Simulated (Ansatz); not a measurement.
quartet P: levels of theory in one basis

A single P atom.

Basis set: 6-31G (spherical functions). Correlated methods keep 5 orbitals frozen. Correlation on ROHF uses semicanonical orbitals with singles. Charge 0, multiplicity 4.

Computed with Ansatz (development build ahead of 0.2.0); each method stands on the lowest determinant of its kind that the runs found.

| method | E − E(ROHF) (eV) | <S²> of the determinant |
| --- | --- | --- |
| ROHF | 0.00 | 3.75 |
| UHF | 0.00 | 3.75 |
| ROHF-MP2 | -0.31 | – |
| UHF-MP2 | -0.31 | 3.75 |
| ROHF-CCSD | -0.43 | – |
| ROHF-CCSD(T) | -0.43 | – |
| UHF-BCCD(T) | -0.43 | 3.75 |
| ROHF-CCSDT | -0.44 | – |
| UHF-CCSDT(Q) | -0.44 | 3.75 |
| full CI (lowest root of this spin) | -0.44 | – |

Task: Is a single determinant a sound starting point here?

Result: By this sign, yes. Unrestricted orbitals gain 0.00 eV and <S²> is 3.75 against 3.75 for a pure state.
